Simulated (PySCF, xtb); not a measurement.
C2H7O, SMILES C[OH+]C, charge +1.

GFN2-xTB (xtb 6.7.1) at its own geometry gives an orbital gap of 10.25 eV.

Coordinates come from a B3LYP-D3(BJ)/def2-TZVP optimisation. The isomer is the one that the SMILES or the coordinates give; other isomers of the formula were not compared.

Question: What does ωB97X/def2-TZVPD run with PySCF give? (Estimate from the structure and the level; the computed values follow.)

Answer: gap 15.10 eV (levels -18.60 and -3.50 eV).
